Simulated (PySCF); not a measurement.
Isomers of [C8H12P]+, one conformer each; single-point electronic energies without zero-point terms and without any empirical dispersion term.

Level: PBE0/pcSseg-1 in PySCF, non-relativistic, each on one gas-phase PBE0-D3(BJ)/def2-SVP geometry that isn't relaxed in the solvent. The solvent is an IEF-PCM continuum (cavity from Bondi-type radii × 1.2). The model holds no explicit solvent molecules, cavitation or dispersion.

```csv
isomer,"relative energy, gas (kcal/mol)"
`C(/C)=C/[PH+]1C=CCC=C1`,0.0
`C#CC[PH2+]C1=CCCC1`,33.4
```

Q: How do the relative energies look in cyclohexane (ε = 2.017)?

A: 
```tsv
isomer	relative energy, solvent (kcal/mol)	E(solvent) − E(gas) (kcal/mol)
`C(/C)=C/[PH+]1C=CCC=C1`	0.0	-24.8
`C#CC[PH2+]C1=CCCC1`	31.2	-27.0
```

The order is unchanged. Conformers: `[CH3:1]/[CH:2]=[CH:3]\[PH+:4]1[CH:5]=[CH:6][CH2:7][CH:8]=[CH:9]1` (charge +1) with C2–C3–P4–C5 -118°; `[CH:1]#[C:2][CH2:3][PH2+:4][C:5]1=[CH:6][CH2:7][CH2:8][CH2:9]1` (charge +1) with C2–C3–P4–C5 179°, C3–P4–C5–C6 117°, C5–C6–C7–C8 -13°, C6–C7–C8–C9 21°, C7–C8–C9–C5 -21°, P4–C5–C9–C8 -169°. `C#CC[PH2+]C1=CCCC1` gains most from the continuum. The gains span 2.2 kcal/mol, the gas-phase energies 33.4 kcal/mol.
